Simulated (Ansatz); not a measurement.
System: sum formula BSClF, net charge -1, singlet state. It need not be the lowest isomer of its formula. Whether it binds its extra electron was not tested at this geometry. 
Structure (B3LYP-D3(BJ)/def2-TZVP (Ansatz, an electronic-structure program) minimum search):
```xyz
4

B      0.2265     0.2652     0.0412
Cl    -1.5517    -0.0116    -0.4889
F      0.4690     1.6034    -0.0354
S      1.3141    -0.9725     0.5265
```
Charge -1, spin multiplicity 1.

Basis-set convergence of Hartree-Fock and CCSD correlation energies (hartree) with Ansatz. Correlated levels leave the core frozen unless marked. Spin-orbit coupling is left out. Non-relativistic. This anion needs diffuse functions, which these sets lack.

| basis | functions | E(HF) | E(corr, CCSD) |
|---|---|---|---|
| cc-pV(D+d)Z | 74 | -981.34833 | -0.56483 |
| cc-pV(T+d)Z | 138 | ? | ? |

Question: Fill in the missing entries.

Answer: 
- cc-pV(T+d)Z, E(HF): -981.42251
- cc-pV(T+d)Z, E(corr, CCSD): -0.74264
